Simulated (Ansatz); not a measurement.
C₂₀H₁₂⁻, that is perylene with one electron more. The state is a doublet with charge -1. Geometry PBE-D4/def2-SVP, that of the neutral singlet; atoms count from 1.

```xyz
32

C     1.9839   -2.9340    1.3278
C     0.8623   -3.0148    2.1386
C    -0.1981   -2.0763    1.9938
C    -1.3548   -2.1488    2.8202
C    -2.3810   -1.2289    2.6698
C    -2.2873   -0.2129    1.6958
C    -1.1726   -0.0926    0.8539
C    -1.0715    0.9682   -0.1651
C    -2.0846    1.9190   -0.3534
C    -1.9846    2.9330   -1.3290
C    -0.8624    3.0146   -2.1388
C     0.1982    2.0765   -1.9936
C     1.3554    2.1496   -2.8192
C     2.3818    1.2300   -2.6686
C     2.2878    0.2134   -1.6951
C     1.1725    0.0925   -0.8540
C     1.0711   -0.9687    0.1645
C     2.0837   -1.9201    0.3521
C    -0.0991   -1.0378    0.9963
C     0.0990    1.0376   -0.9964
H     2.8038   -3.6596    1.4396
H     0.7734   -3.8015    2.9034
H    -1.4169   -2.9459    3.5769
H    -3.2753   -1.2847    3.3087
H    -3.1203    0.4975    1.6063
H    -2.9888    1.8864    0.2692
H    -2.8048    3.6581   -1.4412
H    -0.7734    3.8016   -2.9034
H     1.4178    2.9471   -3.5755
H     3.2765    1.2864   -3.3069
H     3.1209   -0.4967   -1.6054
H     2.9875   -1.8882   -0.2712
```

Single mean-field runs in def2-TZVP are fitted with def2-universal-jkfit. The highest occupied level of the charge -1 doublet lies above zero (up to 0.27 eV). By energy differences its removal costs 1.03 eV (vertical, to the charge 0 singlet, at PBE0-D4/def2-TZVP); self-interaction error and the lack of diffuse functions both raise the level.

Question: Estimate the Mulliken populations of the heavy atoms from the PBE0/def2-TZVP orbitals of Ansatz.

Answer: 
| atom | charge (e) | spin (α − β) |
| --- | --- | --- |
| C1 | -0.10 | -0.06 |
| C2 | -0.28 | 0.18 |
| C3 | 0.23 | -0.07 |
| C4 | -0.28 | 0.18 |
| C5 | -0.10 | -0.06 |
| C6 | -0.27 | 0.17 |
| C7 | 0.11 | 0.01 |
| C8 | 0.11 | 0.01 |
| C9 | -0.27 | 0.17 |
| C10 | -0.10 | -0.06 |
| C11 | -0.28 | 0.18 |
| C12 | 0.23 | -0.07 |
| C13 | -0.28 | 0.18 |
| C14 | -0.10 | -0.06 |
| C15 | -0.27 | 0.17 |
| C16 | 0.11 | 0.01 |
| C17 | 0.11 | 0.01 |
| C18 | -0.27 | 0.17 |
| C19 | -0.02 | -0.01 |
| C20 | -0.02 | -0.01 |
Mulliken values and Mayer orders depend strongly on the basis.

Question: Where does the spin sit?

Answer: Summed by element: C 1.08, H -0.08, of 1 unpaired in all. Largest on single atoms: C4 0.18, C11 0.18, C13 0.18.

Question: And the Mayer bond orders between bonded heavy atoms (over 0.3)?

Answer: C1–C2 1.43 (1.39 Å); C1–C18 1.38 (1.41 Å); C2–C3 1.22 (1.42 Å); C3–C4 1.22 (1.42 Å); C3–C19 1.25 (1.44 Å); C4–C5 1.43 (1.39 Å); C5–C6 1.38 (1.41 Å); C6–C7 1.34 (1.40 Å); C7–C8 1.08 (1.47 Å); C7–C19 1.23 (1.44 Å); C8–C9 1.34 (1.40 Å); C8–C20 1.23 (1.44 Å); C9–C10 1.38 (1.41 Å); C10–C11 1.43 (1.39 Å); C11–C12 1.22 (1.42 Å); C12–C13 1.22 (1.42 Å); C12–C20 1.25 (1.44 Å); C13–C14 1.43 (1.39 Å); C14–C15 1.38 (1.41 Å); C15–C16 1.34 (1.40 Å); C16–C17 1.08 (1.47 Å); C16–C20 1.23 (1.44 Å); C17–C18 1.34 (1.40 Å); C17–C19 1.23 (1.44 Å).
